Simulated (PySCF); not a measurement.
## A search over the determinants of MgCd

Unrestricted PBE0; Mg cc-pVDZ, Cd cc-pVDZ-PP with ECP28; scalar-relativistic core potentials (PySCF 2.14). Outer shells of the fragments: Mg 3s2; Cd 4d10 5s2.

Followed along the bond (rough minima from three points):

| 2Ms+1 | unpaired | ⟨S²⟩ at the start | R at minimum (Å) | Te (eV) |
| --- | --- | --- | --- | --- |
| 1 | none | 0.00 | 3.55 | 0.00 |
| 3 | σ ↑, π ↑ | 2.01 | 2.71 | 1.78 |

Solutions found at the starting distance of 2.755 Å, counted from the lowest of them; the search is not exhaustive and high or unbound solutions are not listed, so other states can lie among these:

```csv
2Ms+1,unpaired,term,E (eV),⟨S²⟩,⟨Lz²⟩,μ (D)
1,none,¹Σ⁺,0.00,0.00,0.00,0.04
3,"σ ↑, π ↑",³Π,1.53,2.01,1.00,-0.13
3,σ ↑↑,³Σ⁺,1.71,2.00,0.00,-1.06
1,"σ ↑, π ↓",mixed,1.83,1.02,1.00,-0.47
3,π ↑↑,³Σ⁻,4.00,2.04,0.00,-0.37
1,π ↑↓,mixed,4.19,1.00,2.01,-0.63
1,none,mixed,4.61,0.00,2.00,-0.89
3,π ↑↑,mixed,5.55,2.01,2.00,-2.33
```

A term symbol is given only where ⟨S²⟩ and ⟨Lz²⟩ are close to those of a pure state; real π, δ and φ orbitals otherwise mix terms. A positive dipole means Mg(−)Cd(+).

Q: Compare the gap between the two lowest followed solutions at the starting distance with the gap between their minima.

A: At PBE0 the second solution (triplet, unpaired electrons σ ↑, π ↑) lies +1.53 eV from the first (singlet, closed shell) at 2.755 Å and +1.78 eV at the minima; the two curves relax by different amounts, since their minima lie near 2.71 and 3.55 Å.

Counting both spins, an empty level lies below a filled one in some of these solutions, because spin and occupation are held.
